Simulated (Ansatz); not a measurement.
A nudged elastic band was laid between two geometries of H10HfN4O (16 atoms, charge 0, multiplicity 1).

The calculation used RKS PBE/def2-SVP (Ansatz).

| Property | Result |
| --- | --- |
| movable images | 5 |
| climbing image | yes |
| spring | 5.0 eV/Å² |
| optimiser | quadratic models (default) |
| start path | through a guess of the saddle point |
| force threshold | 0.05 eV/Å |
| iteration limit | 60 |
| end points | relaxed |

First end point:

```xyz
16
Properties=species:S:1:pos:R:3
Hf -0.168 0.084 0.116
N -0.007 0.130 2.211
H -0.292 0.882 2.850
H 0.679 -0.446 2.715
N 1.811 -0.023 -0.448
H 2.197 -0.558 -1.234
H 2.590 0.472 0.003
N -0.883 1.773 -0.806
H -1.848 2.092 -0.656
H -0.403 2.432 -1.426
N -0.954 -1.702 -0.679
H -0.653 -2.647 -0.407
H -1.450 -1.788 -1.575
O -2.535 -0.084 0.975
H -2.438 -0.955 0.502
H -2.096 -0.272 1.840
```

Last end point:

```xyz
16
Properties=species:S:1:pos:R:3
Hf -0.565 -0.237 -0.013
N -0.109 0.762 2.242
H 0.722 0.458 2.765
H -0.136 1.789 2.289
N 1.501 -0.511 0.100
H 2.023 -0.942 -0.671
H 2.158 -0.366 0.873
N -1.115 1.595 -0.790
H -2.071 1.970 -0.797
H -0.504 2.285 -1.241
N -0.907 -1.495 -1.625
H -0.741 -2.509 -1.653
H -1.256 -1.217 -2.548
O -1.912 -0.992 1.309
H -2.604 -1.600 0.997
H -0.935 0.401 2.743
```

(1) Which bonds break or form, and what moves?

(2) Give the energies along the band, and the barrier.

(3) What is the geometry of the highest image?

(4) What are the harmonic wavenumbers there?

The band took 18 iterations and about 14 core-minutes.

## Answers

(1) Bonds broken: O14–H16. Bonds formed: N2–H16.

(2) The forces met the threshold. The highest image is number 2 of 0 to 6, 0.209 eV above the first end and 1.014 eV above the last; the last end lies 0.805 eV below the first. A vibrational analysis at the climbing image gives one clearly imaginary mode, 223i cm⁻¹: a first-order saddle point. The orbitals stay closed-shell, which can raise the energy where a bond breaks towards radicals; this wasn't checked here.

| image | path coordinate (Å) | energy (eV) | O14–H16 (Å) | N2–H16 (Å) |
| --- | --- | --- | --- | --- |
| 0 | 0.00 | 0.000 | 0.99 | 2.16 |
| 1 | 1.22 | 0.061 | 0.98 | 2.59 |
| 2 | 2.45 | 0.209 | 0.98 | 2.26 |
| 3 | 4.00 | -0.150 | 1.79 | 1.06 |
| 4 | 5.54 | -0.566 | 2.12 | 1.03 |
| 5 | 7.09 | -0.744 | 2.31 | 1.03 |
| 6 | 8.64 | -0.805 | 2.22 | 1.03 |

(3) 
```xyz
16
Properties=species:S:1:pos:R:3
Hf -0.155 0.000 0.063
N 0.004 -0.182 2.165
H -0.633 -0.557 2.879
H 0.922 -0.103 2.618
N 1.835 0.106 -0.460
H 2.429 -0.620 -0.875
H 2.414 0.948 -0.343
N -0.858 1.688 -0.913
H -1.733 2.184 -0.707
H -0.348 2.221 -1.626
N -0.887 -1.769 -0.727
H -0.660 -2.690 -0.331
H -1.388 -1.924 -1.610
O -2.453 0.296 0.987
H -2.777 -0.626 0.944
H -2.162 0.420 1.915
```

(4) 223i, 45, 108, 124, 136, 146, 154, 209, 219, 261, 277, 338, 366, 403, 418, 423, 434, 461, 463, 466, 480, 516, 540, 582, 588, 591, 608, 1450, 1456, 1459, 1482, 1561, 3439, 3443, 3445, 3455, 3520, 3535, 3536, 3548, 3612, 3725 cm⁻¹.

Time of the run: 3.6 min on 4 threads of Arm Neoverse V1, with other jobs on the host, peak memory 0.23 GiB.
